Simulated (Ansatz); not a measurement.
Geometry optimisation, RHF/def2-SVP (Ansatz 0.2.0).

input.yaml

```yaml
crystal:
  periodic: [false, false, false]
  atoms:
    - { symbol: Ge, position_ang: [0.0, 0.0, 0.0] }
    - { symbol: O, position_ang: [0.0, 0.0, 2.12] }
    - { symbol: H, position_ang: [-0.9095, -0.2814, 2.4571] }
    - { symbol: H, position_ang: [1.4616, 0.0, -0.5162] }
    - { symbol: H, position_ang: [-0.73, 1.2648, -0.5162] }
    - { symbol: H, position_ang: [-0.73, -1.2648, -0.5162] }
    - { symbol: H, position_ang: [0.9656, -1.4663, 0.5833] }
    - { symbol: H, position_ang: [0.7487, -1.1369, 1.5265] }
basis:
  gaussian: { orbitals: def2-SVP }
hamiltonian:
  xc: hf
relax:
  f_tol: 0.15
  max_steps: 25
  restrain:
    - { distance: [0, 6], at: 1.55, k: 30.0 }
    - { distance: [7, 1], at: 1.01, k: 30.0 }
    - { distance: [0, 1], at: 2.97, k: 30.0 }
    - { distance: [7, 6], at: 1.86, k: 30.0 }
```

Command:

```bash
$ ansatz run input.yaml --threads 1 --pin off --max-ram 2048MiB --backend cpu --events-out ev --progress --plain --runs-dir out
```

Q: Where does it end, and by what steps?

A: It converged. The restraints hold the end off the free minimum; the threshold counts their pulls, which the force column leaves out. Restrained pairs: Ge1–H7 (1.85 → 1.54 Å), O2–H8 (1.49 → 0.97 Å), Ge1–O2 (2.12 → 2.98 Å), H7–H8 (1.02 → 1.87 Å). After 19 steps the energy has fallen by 3.511 eV (the restraints' own energy left out); H6 moved furthest, 1.50 Å.

```csv
step,energy less start (eV),largest force component (eV/Å),accepted
0,0.0000,4.214,yes
1,1.0862,3.193,yes
2,0.5470,2.815,yes
3,-0.4611,2.350,yes
4,-1.6518,1.703,yes
5,-2.5395,1.149,yes
6,-3.0779,1.774,yes
7,-3.2799,1.245,yes
8,-3.3164,1.102,yes
9,-3.3259,1.055,yes
10,-3.3121,1.481,no
11,-3.3328,1.154,yes
12,-3.3348,1.246,yes
13,-3.3651,1.327,yes
14,-3.4208,1.373,yes
15,-3.4656,1.689,yes
16,-3.5045,1.411,yes
17,-3.4720,2.021,no
18,-3.5075,1.346,yes
19,-3.5106,1.340,yes
```

```xyz
8
Properties=species:S:1:pos:R:3
Ge 0.059 -0.447 -0.480
O 0.461 0.062 2.427
H -0.302 0.261 2.949
H 1.353 0.361 -0.471
H -1.151 0.420 -0.125
H -0.159 -1.037 -1.885
H 0.161 -1.627 0.512
H 0.385 -0.878 2.211
```

Run time: 22 s on 1 thread of Arm Neoverse V1 (shared host), peak memory 0.15 GiB.
